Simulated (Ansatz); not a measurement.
Ansatz results at the PBE0-D4/def2-TZVP geometry: LUMO energy (B3LYP/def2-TZVPP) -1.18 eV; HOMO energy (B3LYP/def2-TZVPP) -7.03 eV; size of the dipole moment (B3LYP/def2-TZVPP) 3.41 D.

Each molecule was computed in one conformer, which needn't be the lowest.

Question: Which molecule gave them?
A. `O[SiH]1B[SiH2]C1`
B. `OB[SiH]1C[SiH2]1`
C. `BC(Cl)C(=C)F`
D. `F[SiH2]OC[SiH3]`

Answer: A. The others give `BC(Cl)C(=C)F`: -1.61, -7.62, 2.43; `F[SiH2]OC[SiH3]`: 0.14, -8.29, 1.24; `OB[SiH]1C[SiH2]1`: -1.46, -6.18, 1.74.

B3LYP here is the variant with VWN-RPA as its local correlation; programs differ in this.
